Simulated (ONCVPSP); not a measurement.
# Which setting gave this result? (boron (B), ONCV)

Base potential:

```json
{"Element": "B", "Generator": "ONCVPSP 4.0.1", "Type": "optimised norm-conserving Vanderbilt (ONCV)", "Functional": "LDA (Perdew-Zunger)", "Relativity": "scalar-relativistic", "Frozen core": "[He]", "Valence charge": "3", "Reference configuration": "2s2 2p1", "Partial waves": "2s: rc 1.30 bohr, ncon 4, nbas 8, qcut 4.8 1/bohr, 3 projectors, debl 1.9 Ha; 2p: rc 2.10 bohr, ncon 3, nbas 6, qcut 5.5 1/bohr, 2 projectors, debl 3.7 Ha", "Local potential": "polynomial inside 1.15 bohr (lpopt 1, dvloc0 2 Ha)", "Core correction": "polynomial model core, fcfact 0.7"}
```

Cutoffs, loose and tight: the cutoffs (Ha) at which the residual kinetic energy of the hardest occupied pseudo-wave falls to 1 and 0.1 mHa per electron. They do not see the model core or the augmentation charge, which bear on the density cutoff. Test errors are all-electron minus pseudo excitation energies from the reference, over the configurations 2s2 2p0; 2s1 2p0; 2s2 2p0.5; 2s1 2p1; variants that change the core or the reference have their own tests.

Only the p radius is moved:

```
p radius (bohr)  cutoff, loose  cutoff, tight  bound ghosts  largest test error (meV)  median size of the test errors
           1.56          13 Ha          49 Ha             s                       +46                         5.1 meV
           1.84          11 Ha          49 Ha             s                       +68                         9.5 meV
           2.16          11 Ha          49 Ha             s                       +99                        17.7 meV
           2.72          11 Ha          49 Ha             s                      +156                        34.3 meV
           2.94          11 Ha          49 Ha             s                      +211                        49.4 meV
```

**Question.** One more run gave cutoff, loose: 11 Ha; cutoff, tight: 49 Ha; bound ghosts: s; largest test error (meV): +127; median size of the test errors: 25.8 meV. Which value of the p radius was used?

**Answer.** 2.42 bohr. The median size of the test errors moves one way along this sweep, from 5.1 meV at 1.56 to 49.4 meV at 2.94 bohr, which places the run between 2.16 and 2.72 bohr.
